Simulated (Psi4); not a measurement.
P$_{2}$, charge +1, doublet, at a GFN2-xTB geometry (a state made from the parent by changing its charge; the spin is typed, not shown lowest). Base run: M06-2X/STO-3G (Psi4 1.11).

Input for Psi4:
```
memory 2 GB

molecule mol {
1 2
  P    -0.000000   -0.000000   -0.984938
  P     0.000000    0.000000    0.984938
}

set basis sto-3g
set reference uks

energy('m06-2x')
print_variables()
```

The base run was repeated with changes; each row names its change, and settings that it needs were set with it.

| change | ΔE vs base (µEh) | SCF cycles | grid points | basis functions |
|---|---|---|---|---|
| base | 0.0 | 5 | 39034 | 18 |
| scf_type = mem_df | 0.0 | 5 | 39034 | 18 |
| scf_initial_accelerator = none | 0.0 | 5 | 39034 | 18 |
| scf_type = dfdirj+link | -575 | 5 | 39034 | 18 |
| dft_radial_points = 99 | -635 | 5 | 51400 | 18 |
| e_convergence = 1e-8 | 0.0 | 5 | 39034 | 18 |
| guess = gwh | 0.0 | 6 | 39034 | 18 |
| scf_type = out_of_core | 853 | 5 | 39034 | 18 |
| scf_initial_accelerator = ediis | 0.0 | 5 | 39034 | 18 |
| d_convergence = 1e-10 | 0.0 | 7 | 39034 | 18 |
| level_shift = 1.0 | 0.0 | 6 | 39034 | 18 |
| dft_radial_scheme = mura | -691 | 5 | 41236 | 18 |
| dft_spherical_points = 434 | -20.5 | 5 | 56026 | 18 |

Open shells are given as the SCF converged; they aren't shown to be the lowest states, and a large step between rows can be another state.
